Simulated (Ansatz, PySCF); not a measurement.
Gas-phase reaction (SMILES): C[N](C)[GeH3] + 3 [H][H] (H2) → 2 C (CH4) + [GeH4] (GeH4) + N (NH3); energy of full hydrogenation.

Geometries: B3LYP-D3(BJ)/def2-TZVP minima from Ansatz (a first-principles code). Cores are frozen in the correlated levels unless marked. Spin-orbit coupling is left out. Frozen are the shells of the preceding noble gas and the d and f shells that filled before the atom's block. No relativistic terms. Basis-set limits of correlation are two-point, X^-3; Hartree-Fock from the larger set. Thermal terms are rigid-rotor harmonic-oscillator values from B3LYP-D3(BJ) frequencies (Ansatz or PySCF) at 298.15 K and 1 atm. 1 Eh = 627.5095 kcal/mol.

```tsv
species	E, CCSD(T)/CBS(cc-pVTZ,cc-pVQZ) (Ansatz) (Eh)	E, wB97M-V/def2-TZVPD (Ansatz) (Eh)	H - E (Eh)
C[N](C)[GeH3]	-2211.71646	-2213.21383	0.11244
[H][H] (H2)	-1.17450	-1.16077	0.01336
C (CH4)	-40.45816	-40.49098	0.04840
[GeH4] (GeH4)	-2077.90558	-2079.25084	0.03354
N (NH3)	-56.50369	-56.55014	0.03799
```

Question: Work out ΔE and ΔH at 298.15 K at the first level, then ΔH at the second.

Answer: 
1. ΔE = [2×(-40.45816) + (-2077.90558) + (-56.50369)] - [(-2211.71646) + 3×(-1.17450)] = -0.08563 Eh = -53.7 kcal/mol at CCSD(T)/CBS(cc-pVTZ,cc-pVQZ).
2. The terms H - E add up to 0.01581 Eh, so ΔH = (-0.08563 + (0.01581))×627.5095 = -43.8 kcal/mol.
3. At wB97M-V/def2-TZVPD the same steps give ΔE = -54.5 and ΔH = -44.5 kcal/mol, a shift of -0.7 from the first level.
4. These values are not checked against measurement here, since the tables used lack a sound gas-phase enthalpy of formation for at least one species.
